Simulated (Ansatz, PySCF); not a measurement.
Gas-phase reaction R1 → P1 + P2, each structure at its B3LYP-D3(BJ)/def2-SVP stationary point, reached from a drawn start (curvature not checked).
P1: SiH4 (SMILES [SiH4]), charge 0, multiplicity 1.
P2, H6Si3 (SMILES [SiH3][Si][SiH3]) (charge 0, multiplicity 1):
```xyz
9

Si    -0.409     1.511    -0.744
Si    -1.073    -0.767    -1.103
Si     0.413    -1.572     0.599
H      1.047     1.748    -0.499
H     -1.159     1.894     0.500
H     -0.858     2.423    -1.839
H     -0.328    -1.265     1.870
H      1.756    -0.918     0.676
H      0.610    -3.052     0.539
```
R1: H10Si4 (SMILES [SiH3][SiH]([SiH3])[SiH3]), charge 0, multiplicity 1.

P less R. No zero-point or thermal terms.

Cores are frozen in the correlated methods.

Codes used: Ansatz (Gaussian basis) for Hartree–Fock, density functionals and correlated methods; PySCF for the D3/D4 terms. All values are computed, each at the level named.

Total energies in hartree:

| structure | PBE/def2-TZVPP | B3LYP-D3(BJ)/def2-TZVPP | CCSD(T)/cc-pV(T+d)Z |
|---|---|---|---|
| P1 | -291.721819 | -291.920196 | -291.439962 |
| P2 | -871.571153 | -872.116634 | -870.697882 |
| R1 | -1163.382852 | -1164.126022 | -1162.226239 |

Q: Work out the reaction energy at each level in kcal/mol (1 hartree = 627.50947 kcal/mol), and say how far PBE/def2-TZVPP lies from CCSD(T)/cc-pV(T+d)Z.

A: 
- PBE/def2-TZVPP: (-291.721819) + (-871.571153) − (-1163.382852) = 0.089880 hartree = 56.40 kcal/mol
- B3LYP-D3(BJ)/def2-TZVPP: (-291.920196) + (-872.116634) − (-1164.126022) = 0.089192 hartree = 55.97 kcal/mol
- CCSD(T)/cc-pV(T+d)Z: (-291.439962) + (-870.697882) − (-1162.226239) = 0.088395 hartree = 55.47 kcal/mol
PBE/def2-TZVPP less CCSD(T)/cc-pV(T+d)Z: 0.93 kcal/mol. CCSD(T)/cc-pV(T+d)Z is the level counted from, the highest shown, and no exact or measured value.

Ansatz is a program for electronic structure.
